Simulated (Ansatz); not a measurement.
Cost and result for the atomization energy of `F[Si](F)(F)[SiH](Cl)Cl` (8 atoms, 7 bonds).

```csv
atom,x (Å),y (Å),z (Å)
F1,1.213,1.957,0.231
Si2,1.004,0.412,0.477
F3,2.201,-0.353,-0.205
F4,1.093,0.162,2.033
Si5,-1.047,-0.307,-0.376
Cl6,-1.047,0.053,-2.384
Cl7,-1.210,-2.306,-0.004
H8,-2.206,0.383,0.228
```

Charge 0, multiplicity 1. The structure was optimised at the PBE0-D4/def2-TZVP level. It is one conformer, not always the lowest. Program: Ansatz. All runs use 2 threads of an AMD EPYC 7R13 on a shared host and a share of an NVIDIA H100 80 GB. Times are those of one run each, without the atoms' runs, and a repeat can differ threefold. Electronic energies, without spin–orbit coupling; frozen cores. CCSD(T)/CBS adds CCSD(T) − MP2 in def2-TZVPP to the MP2 limit, and its time is that of the two runs behind it. T1 = 0.011.

CCSD(T)/CBS is a level of theory with its own doubt, some kJ/mol a heavy atom from the limit and from the frozen cores, so smaller differences don't rank the functionals.

| level | functions | wall time |
| --- | --- | --- |
| PBE0-D4/def2-TZVPP | 275 | 6.5 s |
| LDA (SPW92)/def2-TZVPP | 275 | 7.5 s |
| BLYP-D4/def2-TZVPP | 275 | 8.5 s |
| B97M-V/def2-TZVPP | 275 | 9.5 s |
| r2SCANh-D4/def2-TZVPP | 275 | 9.5 s |
| B2PLYP/def2-TZVPP | 275 | 10 s |
| r2SCAN-D4/def2-TZVPP (with forces) | 275 | 10 s |
| MP2/def2-QZVPP | 481 | 11 s |
| CAM-B3LYP-D4/def2-TZVPP | 275 | 11 s |
| CCSD(T)/def2-SVP | 119 | 11 s |
| CCSD(T)/def2-TZVPP | 275 | 13 s |
| PBE-QIDH/def2-TZVPP | 275 | 13 s |
| CCSD(T)/CBS(def2) | – | 23 s |

(1) What atomization energy does each give, and how far from CCSD(T)/CBS? (An estimate is asked.)

Answers

(1) Computed: 
```
                             level  atomization (kJ/mol)  difference from CCSD(T)/CBS  per bond
                PBE0-D4/def2-TZVPP                3082.4                        -52.2      -7.5
            LDA (SPW92)/def2-TZVPP                3570.0                        435.4      62.2
                BLYP-D4/def2-TZVPP                3073.1                        -61.5      -8.8
                 B97M-V/def2-TZVPP                3138.5                          3.9       0.6
             r2SCANh-D4/def2-TZVPP                3101.7                        -32.9      -4.7
                 B2PLYP/def2-TZVPP                3058.9                        -75.7     -10.8
r2SCAN-D4/def2-TZVPP (with forces)                3132.9                         -1.7      -0.2
                    MP2/def2-QZVPP                3236.0                        101.4      14.5
           CAM-B3LYP-D4/def2-TZVPP                3102.1                        -32.5      -4.6
                  CCSD(T)/def2-SVP                2796.4                       -338.2     -48.3
                CCSD(T)/def2-TZVPP                3019.7                       -114.9     -16.4
               PBE-QIDH/def2-TZVPP                3089.5                        -45.1      -6.4
                 CCSD(T)/CBS(def2)                3134.6                          0.0       0.0
```

The D4 term adds +47.3 kJ/mol with B3LYP and +25.0 kJ/mol with PBE0; it sums over pairs of atoms, weighted by their polarisabilities, and B3LYP, whose exchange is more repulsive, gets the larger term. In def2-TZVPP, CCSD(T) changes the Hartree–Fock value by +694.2 kJ/mol (the triples alone add +55.9 kJ/mol) and MP2 by +839.8 kJ/mol; breaking electron pairs costs correlation energy, which Hartree–Fock lacks. Leaving LDA and LC-ωPBE aside and taking each functional with its dispersion term where it has one, the values, not all of them listed here, spread over 173.5 kJ/mol, from BHLYP-D4 to PBE-D4. LDA lies +448.2 kJ/mol from PBE without D4, its usual overbinding.

B3LYP here is the variant with VWN-RPA as its local correlation; programs differ in this.
